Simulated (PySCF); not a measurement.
In(F)(Br)(Me) (CH₃BrFIn), SMILES [CH3][In]([F])[Br].

The structure is a stationary point at PBE-D3(BJ)/def2-SVP. The def2 effective core potentials stand for the cores of In; spin–orbit coupling is left out.

Calculation: PBE-D3(BJ)/def2-SVP in PySCF 2.14.0.

Frequencies are harmonic and unscaled.

```
mode  ν (cm⁻¹)  IR (km/mol)  moving atoms (share of kinetic energy)
----  --------  -----------  --------------------------------------
1           20          0.1                                  H 98 %
2           82          1.3        C 43 %, H 20 %, In 18 %, Br 14 %
3          108          6.8         In 34 %, F 26 %, C 23 %, H 13 %
4          124         15.9                          F 72 %, Br 9 %
5          242         27.8                        Br 60 %, In 36 %
6          488         12.1                 C 70 %, H 16 %, In 10 %
7          581         54.6                         F 83 %, In 15 %
8          704         24.4                          H 85 %, C 14 %
9          729         44.4                          H 85 %, C 15 %
10        1124          5.2                          H 83 %, C 17 %
11        1374          2.7                                  H 95 %
12        1378          2.9                                  H 95 %
13        3001          0.3                                  H 98 %
14        3122          0.0                          H 90 %, C 10 %
15        3137          0.2                          H 90 %, C 10 %
```
